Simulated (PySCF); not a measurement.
## NMR problem set

One computed conformer, one averaged value for each set of equivalent atoms, non-relativistic, no solvent model. GFN2-xTB geometry; GIAO PBE0/pcSseg-1 shieldings; PySCF.

Referencing at the same level of theory: TMS for ¹H, ¹³C. Where no couplings were computed, multiplicities follow the n + 1 count of equivalent neighbours, and m marks all less simple cases (inequivalent or close neighbours, rings, F or P nearby). Shifts are as computed. Against solution values, carbons near 30 ppm lie about +3 ppm off and those near 130 ppm about +5 ppm; carbons on Cl a further +6 ppm. Of 1211 compounds with measured shifts, 218 miss one by over three times the rms of a fit or turn the order of signals round; such compounds aren't used in these exercises. Carbons bonded to Cl come out too deshielded. OH and NH positions are gas-phase values without hydrogen bonding to other molecules.

**Question.** C$_{5}$H$_{11}$NO$_{2}$Si$_{2}$. ¹H NMR (400 MHz, computed): δ 6.62 (m, 2H), 6.54 (m, 2H), 5.74 (m, 1H), 5.72 (m, 1H), 5.18 (m, 1H), 4.10 (s, 3H), 0.48 (br s, 1H). ¹³C{¹H} NMR (computed): δ 126.4 (CH), 117.5 (CH), 52.2 (CH3). What is it?

**Answer.** SMILES C1=CC=CN1[Si@H](OC)[SiH2]O. The formula gives 3 degrees of unsaturation (1 ring in the answer). 3 carbon signals for 5 carbons: some carbons are equivalent by symmetry or fast rotation. Carbon types of the structure: 4 × CH, 1 × CH3, leaving 4 H on heteroatoms. δC 126.4: aromatic CH next to a ring nitrogen. δC 117.5: aromatic CH. δC 52.2: methyl carbon bonded to O; pulled downfield by the heteroatom. δH 0.48: hydrogen on an oxygen bonded to Si; exchangeable, gas-phase position.

This is the structure that produced the data.

**Question.** C$_{5}$H$_{7}$Cl$_{3}$. ¹H NMR (300 MHz, computed): δ 3.26 (m, 1H), 2.40 (m, 2H), 2.26 (m, 2H), 1.85 (m, 1H), 1.74 (m, 1H). ¹³C{¹H} NMR (computed): δ 127.9 (C), 55.1 (CH), 25.7 (CH2), 13.3 (CH2). What is it?

**Answer.** SMILES ClC(Cl)(Cl)C1CCC1. The formula gives 1 degree of unsaturation (1 ring in the answer). 4 carbon signals for 5 carbons: some carbons are equivalent by symmetry or fast rotation. Carbon types of the structure: 1 × C, 1 × CH, 3 × CH2, which accounts for all hydrogens. δC 127.9: fully substituted sp3 carbon bonded to 3 Cl; 3 electronegative neighbours deshield it. δC 55.1: sp3 CH in a ring. δC 25.7, 13.3: sp3 CH2 in a ring; aliphatic region, no heteroatom directly attached. δH 2.40, 2.26, 1.85, 1.74: hydrogen on an sp3 CH2 in a ring.

This is the structure that produced the data.
